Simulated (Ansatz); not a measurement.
Ansatz results at the PBE0-D4/def2-TZVP geometry: LUMO energy (PBE/def2-TZVPP) -1.01 eV; size of the dipole moment (PBE/def2-TZVPP) 0.80 D; zero-point energy (PBE0-D4/def2-TZVP) 199.2 kJ/mol.

(1) Which molecule gave them?
A. `P[SeH]`
B. `[SiH3]/N=[CH]\[GeH3]`
C. `C1[NH][GeH2][SiH2]1`
D. `[SiH3][CH]1[NH][GeH2]1`

Results:

(1) C. The others give `[SiH3]/N=[CH]\[GeH3]`: -2.46, 0.85, 180.4; `[SiH3][CH]1[NH][GeH2]1`: -1.15, 2.02, 189.8; `P[SeH]`: -1.65, 0.41, 67.6.
